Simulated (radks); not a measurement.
Values are calculated unless marked as measured or tabulated.
Question: Spherical quantum dot in the effective-mass picture: electrons in a well V = -V0 / (1 + exp((r - R)/a)) with V0 = 13.5, R = 3.44, a = 0.24, with a point charge +1 (a donor) at the centre, all in effective atomic units (hartree* = m*/eps^2 hartree, bohr* = eps/m* bohr), one dielectric constant everywhere. Level of theory: non-relativistic Kohn-Sham, PBE, spin-polarised, spherical densities (a radial shooting solver with Libxc functionals). Levels are named by radial order and angular momentum (1s, 1p, 1d, 2s, ...), and open shells are averaged over m. Results are scaled to m* = 0.027 and eps = 13.1, for which hartree* = 4.281 meV and bohr* = 25.67 nm. At N = 15 the configuration is 1s2 1p6 1d(up 5, down 2). Does electron 16 go into 2s down or 2s up or 1d down?

Answer: Into 1d down. The total energies of the other choices lie higher by 0.723 meV (2s up), 0.792 meV (2s down).
